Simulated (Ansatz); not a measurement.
Program: Ansatz. Geometries: PBE0-D4/def2-TZVP. ΔE: electronic, gas phase. CCSD(T)/CBS is the MP2 limit (def2-TZVPP, def2-QZVPP) plus CCSD(T) − MP2 in def2-TZVPP, frozen cores. This one scheme is used for every species, atoms too. Functionals use def2-TZVPP. B3LYP here is the variant with VWN-RPA as its local correlation; programs differ in this. Open shells (•) are unrestricted, without spin–orbit coupling. Spin–orbit coupling would lower the free atoms: a little for C, Si. One conformer a species, not always the lowest.

`C[SiH2][SiH2]C=N` → 2 C• + 9 H• + N• + 2 Si•  (atomization)

`C[SiH2][SiH2]C=N`:

Z-matrix (Å, degrees):
```
C
Si 1 1.873
H 1 1.092 2 110.9
H 1 1.091 2 109.3 3 -119.7
H 1 1.092 2 110.7 3 120.2
Si 2 2.340 1 111.7 3 59.9
H 2 1.489 1 111.2 3 -179.2
H 2 1.493 1 110.6 3 -60.2
C 6 1.896 2 108.5 1 59.0
H 6 1.493 2 112.8 1 -60.2
H 6 1.492 2 113.0 1 178.9
N 9 1.271 6 118.5 2 -4.5
H 9 1.101 6 119.8 2 175.5
H 12 1.023 9 111.8 6 -180.0
```

```csv
level,ΔE (kJ/mol)
r2SCAN-D4,4860.1
B2PLYP,4808.2
PBE0,4831.0
B3LYP,4829.1
```

Task: What does CCSD(T)/CBS give? (Best estimate.)

Result: Ansatz gave: +4864.2 kJ/mol. The listed levels differ from it by -4.1, -56.0, -33.2, -35.1 kJ/mol.

Largest T1 diagnostic among the species: 0.013.

The D4 term adds +50.3 kJ/mol with B3LYP and +26.9 kJ/mol with PBE0; it sums over pairs of atoms, weighted by their polarisabilities, and B3LYP, whose exchange is more repulsive, gets the larger term. From PBE to PBE0 (25 % exact exchange), in def2-TZVPP and without D4, ΔE moves by −58.7 kJ/mol: exact exchange takes away binding that semilocal exchange gives to molecules.

For atomizations the MP2-based limit and the directly extrapolated one differ by several kJ/mol either way, and by 10 to 25 for some Ge, Se and Sn compounds, so smaller differences from it don't rank the levels.
